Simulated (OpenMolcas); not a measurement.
**As³⁺: effect of the active space**

```
Program             : OpenMolcas 26.06
Method              : CASSCF or its RAS form
Basis               : ANO-RCC-VTZP
Scalar Hamiltonian  : DKH2, point nucleus
Spin-orbit coupling : state interaction with AMFI integrals over the reference wave functions, term energies averaged over their components
```

A. 2 electrons in 4 orbitals (4s 4p); 2S+1 = 3 even, 3 roots; 2S+1 = 1 even, 7 roots; 2S+1 = 3 odd, 3 roots; 2S+1 = 1 odd, 3 roots; cost about 11 core-seconds
B. 2 electrons in 8 orbitals (4s 4p 5s 5p); 2S+1 = 3 even, 3 roots; 2S+1 = 1 even, 7 roots; 2S+1 = 3 odd, 3 roots; 2S+1 = 1 odd, 3 roots; cost roughly 17 core-seconds
C. 2 electrons in 9 orbitals (RAS2 4s 4p; RAS3 4d, at most 2 electrons); 2S+1 = 3 even, 3 roots; 2S+1 = 1 even, 7 roots; 2S+1 = 3 odd, 3 roots; 2S+1 = 1 odd, 3 roots; cost roughly 18 core-seconds

Energies in eV above 4s2 1S0, the measured ground level; measured values from Moore, Atomic Energy Levels, vol. II, NSRDS-NBS 35 (1971 reprint of NBS Circular 467, 1952).

| Level | A | B | C | Measured |
| --- | --- | --- | --- | --- |
| 4s2 1S0 | 0.0000 | 0.0000 | 0.0000 | 0.0000 |
| 4s 4p 3P* 0 | 8.9872 | 9.1141 | 8.8719 |  |
| 4s 4p 3P* 1 | 9.1154 | 9.2421 | 8.9986 | 9.5421 |
| 4s 4p 3P* 2 | 9.3869 | 9.5134 | 9.2706 | 9.8558 |
| 4s 4p 1P* 1 | 14.9123 | 15.0057 | 13.9779 | 13.8890 |

Deviations, from unrounded energies. A percentage is the sum of absolute deviations over the sum of measured energies, with the sign that they share, or ± where signs differ.

```csv
Against measurement,Levels,A,B,C
mean absolute deviation (cm-1),3,5200,4700,3300
other configurations (%),3,±5.8,±5.3,±3.7
```

C lies closest to measurement on these levels and A furthest from it. The largest miss of C in the table is 4s 4p 3P* 2, by -4700 cm-1. The ranking rests on the paired levels alone, and a cruder setting can come out closer through cancelling errors.

Among A to C the level of the table that moves most is 4s 4p 1P* 1, by 8300 cm-1 (lowest in C, highest in B).

Active for correlation alone: 5p 5s; no level in the range computed is led by a configuration that fills them, so any true level of that kind is missing (holds for B). Active for correlation alone: 4d; no level in the range computed is led by a configuration that fills it, so any true level of that kind is missing (holds for C). Measured partners are found by configuration, term and J. A level has none where our copy of the source lacks it or the pairing is in doubt (some pairs that miss far off the trend of their configuration count as doubtful), and it then counts in no deviation. Levels of configurations outside the active space are missing. The table leaves out levels that lie high or whose names do not pair safely across all columns.

* marks odd parity.
